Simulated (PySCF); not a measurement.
This PySCF input asks for the NMR shieldings of SMILES C=CC1=CCPC1, C6H9P; the geometry comes from GFN2-xTB.

```python
import basis_set_exchange as bse
import numpy as np
from pyscf import gto, dft
from pyscf.prop import nmr

atoms = """
C     2.633111   -0.227996   -0.407226
C     1.668617   -0.177836    0.505508
C     0.250698   -0.090891    0.224925
C    -0.695691   -0.121188    1.166189
C    -2.116261   -0.067466    0.707157
P    -2.055118    0.508221   -1.068858
C    -0.264952   -0.001399   -1.188407
H     2.428364   -0.210739   -1.464087
H     3.670065   -0.293574   -0.126253
H     1.923247   -0.204942    1.557794
H    -0.483685   -0.215183    2.220205
H    -2.573642   -1.063365    0.752994
H    -2.736275    0.599618    1.310458
H    -1.750202    1.836515   -0.724627
H     0.286610    0.717184   -1.797250
H    -0.192487   -0.978015   -1.679933
"""
names = dict.fromkeys(["C", "P", "H"], "pcSseg-1")
basis = {el: gto.basis.parse(bse.get_basis(n, elements=[el], fmt="nwchem")) for el, n in names.items()}
mol = gto.M(atom=atoms, basis=basis, charge=0, verbose=0)
mf = dft.RKS(mol, xc="PBE0")
mf.grids.level = 2
mf.grids.alignment = dft.numint.BLKSIZE   # the property module wants whole blocks of grid points
mf.conv_tol = 1e-9
mf.kernel()

calc = nmr.RKS(mf)   # GIAO
C = mf.mo_coeff
Co = C[:, mf.mo_occ > 0]
resp = mf.gen_response(singlet=True, hermi=2)
def vind(x):   # induced exchange potential for any number of trial vectors
    d = np.einsum("pi,xij,qj->xpq", C, 2 * x.reshape(-1, C.shape[1], Co.shape[1]), Co, optimize=True)
    return np.einsum("xpq,pi,qj->xij", resp(d - d.transpose(0, 2, 1)), C, Co, optimize=True).ravel()
mo1, _ = nmr.rhf.solve_mo1(calc, with_cphf=vind)
sigma = calc.kernel(mo1)
for i, s in enumerate(sigma):   # ppm
    print("%2d %-2s %9.2f" % (i, mol.atom_pure_symbol(i), np.trace(s) / 3))
```

Task: Give the expected output.

Result: 
```
 0 C      65.97
 1 C      45.06
 2 C      34.17
 3 C      44.92
 4 C     154.11
 5 P     397.98
 6 C     157.72
 7 H      26.30
 8 H      26.27
 9 H      24.73
10 H      25.48
11 H      28.93
12 H      29.13
13 H      28.35
14 H      29.22
15 H      29.13
```

These numbers come from an equivalent density-fitted implementation of the same equations, which agrees with the script to about 0.01 ppm for H and up to a few tenths of a ppm for heavy atoms, so last digits may differ.

Size and cost of the density-fitted run: 171 basis functions, 22 s wall time on 1 thread of an Arm Neoverse V1, shared host; peak memory 0.77 GiB.
